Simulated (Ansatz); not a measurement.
Consider the formal hydrolysis of a Ge–Cl bond: `C[O][GeH2][Cl]` + H₂O → `C[O][GeH2][OH]` + HCl.

Isolated molecules relaxed with PBE0-D4/def2-TZVP in Ansatz; ΔE leaves out vibrations. CCSD(T)/CBS adds triple-zeta CCSD(T) − MP2 to the extrapolated MP2 energy (def2 sets, frozen cores). This one scheme is used for every species. Functionals use def2-TZVPP. For Ge outer-core shells are correlated without core-valence functions, which leaves a few kJ/mol of doubt a bond. Scalar relativity is left out up to krypton. One conformer a species, not always the lowest.

```json
{"species": "`C[O][GeH2][Cl]`", "revPBE-D4 energy (Eh)": "-2653.38197"}
{"species": "H₂O", "revPBE-D4 energy (Eh)": "-76.44108"}
{"species": "`C[O][GeH2][OH]`", "revPBE-D4 energy (Eh)": "-2269.07032"}
{"species": "HCl", "revPBE-D4 energy (Eh)": "-460.73668"}
```

Task: Work out ΔE.

Result: ΔE = (-2269.07032) + (-460.73668) − (-2653.38197) − (-76.44108) = 0.01605 Eh = +42.1 kJ/mol. CCSD(T)/CBS gives +40.5 kJ/mol.

Largest T1 diagnostic among the species: 0.012.

Leaving LDA and LC-ωPBE aside and taking each functional with its dispersion term where it has one, the values, not all of them listed here, spread over 8.9 kJ/mol, from CAM-B3LYP-D4 to HSE06-D4. LDA lies −4.1 kJ/mol from PBE without D4. At CCSD(T), def2-SVP lies −11.9 kJ/mol from the extrapolated value and def2-TZVPP −5.0 kJ/mol. From BLYP to BHLYP (50 % exact exchange), in def2-TZVPP and without D4, ΔE moves by +3.4 kJ/mol.
